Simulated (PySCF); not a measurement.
C5H12S2, SMILES CSCCCSC.

The structure is a stationary point at PBE-D3(BJ)/def2-SVP. The values are those of a single conformer.

Level of theory: PBE-D3(BJ)/def2-SVP (PySCF 2.14.0).

Frequencies are harmonic and unscaled.

| mode | ν (cm⁻¹) | IR (km/mol) | moving atoms (share of kinetic energy) |
|---|---|---|---|
| 1 | 41 | 0.0 | S 46 %, C 30 %, H 23 % |
| 2 | 48 | 0.0 | C 70 %, H 29 % |
| 3 | 81 | 0.0 | C 65 %, H 22 %, S 13 % |
| 4 | 108 | 1.0 | C 44 %, H 42 %, S 14 % |
| 5 | 111 | 0.0 | C 52 %, H 47 % |
| 6 | 174 | 1.6 | C 44 %, S 31 %, H 25 % |
| 7 | 176 | 1.2 | H 92 % |
| 8 | 180 | 0.0 | H 87 %, C 9 % |
| 9 | 215 | 0.1 | S 46 %, C 40 %, H 14 % |
| 10 | 314 | 0.2 | S 40 %, C 40 %, H 20 % |
| 11 | 392 | 2.1 | C 67 %, H 22 %, S 11 % |
| 12 | 696 | 1.2 | C 60 %, S 26 %, H 14 % |
| 13 | 714 | 3.4 | C 56 %, S 31 %, H 13 % |
| 14 | 728 | 0.2 | C 58 %, S 33 %, H 9 % |
| 15 | 742 | 3.9 | H 93 % |
| 16 | 797 | 0.4 | C 65 %, H 20 %, S 15 % |
| 17 | 806 | 0.0 | H 81 %, C 18 % |
| 18 | 923 | 4.8 | H 83 %, C 16 % |
| 19 | 926 | 5.2 | H 64 %, C 31 % |
| 20 | 930 | 0.0 | H 83 %, C 15 % |
| 21 | 938 | 3.8 | H 74 %, C 21 % |
| 22 | 980 | 4.3 | H 73 %, C 24 % |
| 23 | 1047 | 0.7 | C 60 %, H 40 % |
| 24 | 1050 | 4.9 | C 79 %, H 19 % |
| 25 | 1056 | 0.0 | H 97 % |
| 26 | 1165 | 9.8 | H 81 %, C 18 % |
| 27 | 1214 | 0.4 | H 75 %, C 25 % |
| 28 | 1228 | 7.2 | H 77 %, C 23 % |
| 29 | 1260 | 0.0 | H 92 % |
| 30 | 1280 | 17.0 | H 84 %, C 16 % |
| 31 | 1285 | 1.4 | H 85 %, C 15 % |
| 32 | 1323 | 14.4 | H 61 %, C 39 % |
| 33 | 1387 | 0.0 | H 96 % |
| 34 | 1387 | 18.4 | H 96 % |
| 35 | 1405 | 28.3 | H 94 % |
| 36 | 1405 | 0.0 | H 95 % |
| 37 | 1409 | 0.3 | H 91 %, C 9 % |
| 38 | 1414 | 0.0 | H 93 % |
| 39 | 1429 | 1.6 | H 92 %, C 8 % |
| 40 | 2948 | 0.9 | H 95 % |
| 41 | 2951 | 52.9 | H 95 % |
| 42 | 2959 | 34.7 | H 97 % |
| 43 | 2959 | 22.6 | H 97 % |
| 44 | 2977 | 17.1 | H 95 % |
| 45 | 3000 | 20.3 | H 90 %, C 10 % |
| 46 | 3003 | 0.0 | H 90 %, C 10 % |
| 47 | 3035 | 35.3 | H 90 %, C 10 % |
| 48 | 3052 | 0.0 | H 90 %, C 10 % |
| 49 | 3052 | 17.5 | H 90 %, C 10 % |
| 50 | 3087 | 1.7 | H 91 %, C 9 % |
| 51 | 3087 | 5.2 | H 91 %, C 9 % |
